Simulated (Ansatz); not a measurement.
`C[B@H-]1[Cl+][B@@H-](C)[Cl+]1` → 2 B• + 2 C• + 2 Cl• + 8 H•  (atomization)

Calculated with Ansatz (gas phase, PBE0-D4/def2-TZVP geometries, no zero-point term in ΔE). CCSD(T)/CBS adds triple-zeta CCSD(T) − MP2 to the extrapolated MP2 energy (def2 sets, frozen cores). This one scheme is used for every species, atoms too. For atomizations the MP2-based limit and the directly extrapolated one differ by several kJ/mol either way, and by 10 to 25 for some Ge, Se and Sn compounds, so smaller differences from it don't rank the levels. Open shells (•) are unrestricted, without spin–orbit coupling. Spin–orbit coupling would lower the free atoms: a little for B, C, Cl.

| species | CCSD/CBS(def2) energy (Eh) |
| --- | --- |
| `C[B@H-]1[Cl+][B@@H-](C)[Cl+]1` | -1050.10076 |
| B• | -24.60302 |
| C• | -37.78991 |
| Cl• | -459.70389 |
| H• | -0.50000 |

(1) Work out ΔE.

Largest T1 diagnostic among the species: 0.014.

Answers

(1) ΔE = 8 × (-0.50000) + 2 × (-24.60302) + 2 × (-37.78991) + 2 × (-459.70389) − (-1050.10076) = 1.90712 Eh = +1196.7 kcal/mol. CCSD(T)/CBS gives +1213.5 kcal/mol.

From PBE to PBE0 (25 % exact exchange), in def2-TZVPP and without D4, ΔE moves by −10.2 kcal/mol: exact exchange takes away binding that semilocal exchange gives to molecules. Leaving LDA and LC-ωPBE aside and taking each functional with its dispersion term where it has one, the values, not all of them listed here, spread over 47.3 kcal/mol, from BHLYP-D4 to PBE-D4. LDA lies +149.8 kcal/mol from PBE without D4, its usual overbinding. In def2-TZVPP, CCSD(T) changes the Hartree–Fock value by +255.2 kcal/mol (the triples alone add +16.7 kcal/mol) and MP2 by +275.8 kcal/mol; breaking electron pairs costs correlation energy, which Hartree–Fock lacks.
